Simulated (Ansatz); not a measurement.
Consider the hydrogenolysis of a B–Br bond: `FBB([SiH3])Br` + H₂ → `FBB[SiH3]` + HBr.

Program: Ansatz. Geometries: PBE0-D4/def2-TZVP. ΔE: electronic, gas phase. CCSD(T)/CBS is the MP2 limit (def2-TZVPP, def2-QZVPP) plus CCSD(T) − MP2 in def2-TZVPP, frozen cores. This one scheme is used for every species. Functionals use def2-TZVPP. For Br outer-core shells are correlated without core-valence functions, which leaves a few kJ/mol of doubt a bond. Scalar relativity is left out up to krypton. Each species was taken in one conformer, which may not be the lowest.

`FBB([SiH3])Br`:

```xyz
9

F    -1.877   -1.871    0.673
B    -1.604   -0.861   -0.141
B    -0.491    0.327    0.294
Si    1.487    0.346   -0.093
Br   -1.265    1.856    1.143
H    -2.195   -0.843   -1.190
H     2.081   -1.007    0.089
H     2.217    1.327    0.751
H     1.647    0.726   -1.526
```

H₂:

Cartesian coordinates in Å:
```
H 0.084 -0.363 -0.024
H -0.084 0.363 0.024
```

`FBB[SiH3]`:

Z-matrix (Å, degrees):
```
Si
B 1 2.013
H 1 1.487 2 114.7
H 1 1.493 2 104.9 3 118.4
H 1 1.489 2 112.1 3 -124.4
B 2 1.663 1 123.3 3 -10.9
H 2 1.199 1 115.5 3 166.3
F 6 1.328 2 124.3 1 -88.2
H 6 1.210 2 119.5 1 89.9
```

HBr:

Cartesian coordinates in Å:
```
Br -0.332 -0.490 0.393
H 0.332 0.490 -0.393
```

```csv
level,ΔE (kJ/mol)
revPBE,63.6
CCSD/def2-TZVPP,60.8
```

Question: What does CCSD(T)/CBS give? (An estimate is asked.)

Answer: The calculation gave: +71.1 kJ/mol. The listed levels differ from it by -7.5, -10.3 kJ/mol.

Largest T1 diagnostic among the species: 0.014.

From r2SCAN to r2SCAN0 (25 % exact exchange), in def2-TZVPP and without D4, ΔE moves by −3.4 kJ/mol. At CCSD(T), def2-SVP lies −7.5 kJ/mol from the extrapolated value and def2-TZVPP −3.3 kJ/mol. In def2-TZVPP, CCSD(T) changes the Hartree–Fock value by +26.3 kJ/mol (the triples alone add +7.0 kJ/mol) and MP2 by +36.0 kJ/mol.
